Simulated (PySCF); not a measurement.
HgI2. Atoms are numbered in the order given.

```xyz
3

Hg     0.0000     0.0000     0.0000
I      0.0000     0.0000    -2.6330
I      0.0000     0.0000     2.6330
```

The structure is a stationary point at PBE-D3(BJ)/def2-SVP. The isomer is the one that the SMILES or the coordinates give; other isomers of the formula were not compared. The def2 effective core potentials stand for the cores of Hg, I; spin–orbit coupling is left out.

Level of theory: PySCF 2.14.0 with TDA-PBE/def2-SVPD.

Vertical excitations; the highest root listed may be one member of a degenerate set. The molecule is in vacuum. State labels are in the subgroup D2h.

Computed UV-visible absorptions:
```tsv
state	symmetry	energy (eV)	λ (nm)	f	main pairs
S1	B3g	3.05	406	0.000	HOMO→LUMO (degenerate set)
S2	B2g	3.05	406	0.000	HOMO−1→LUMO (degenerate set)
S3	B2u	3.38	367	0.006	HOMO−3→LUMO (degenerate set)
S4	B3u	3.38	367	0.006	HOMO−2→LUMO (degenerate set)
S5	B1u	5.02	247	0.096	HOMO−4→LUMO 39 %, HOMO→LUMO+1 30 %, HOMO−1→LUMO+2 30 %
S6	Au	5.18	239	0.000	HOMO→LUMO+2 50 %, HOMO−1→LUMO+1 50 %
S7	B1u	5.22	237	0.000	HOMO−1→LUMO+2, HOMO→LUMO+1 (degenerate set)
S8	Au	5.22	237	0.000	HOMO−1→LUMO+1, HOMO→LUMO+2 (degenerate set)
S9	B1g	5.53	224	0.000	HOMO−3→LUMO+2 50 %, HOMO−2→LUMO+1 50 %
S10	B1g	5.58	222	0.000	HOMO−2→LUMO+1 50 %, HOMO−3→LUMO+2 50 %
T1	B3g	2.67	464	0	HOMO→LUMO (degenerate set)
T2	B2g	2.67	464	0	HOMO−1→LUMO (degenerate set)
T3	B2u	3.01	412	0	HOMO−3→LUMO (degenerate set)
T4	B3u	3.01	412	0	HOMO−2→LUMO (degenerate set)
```
Triplets are in the Tamm–Dancoff approximation.
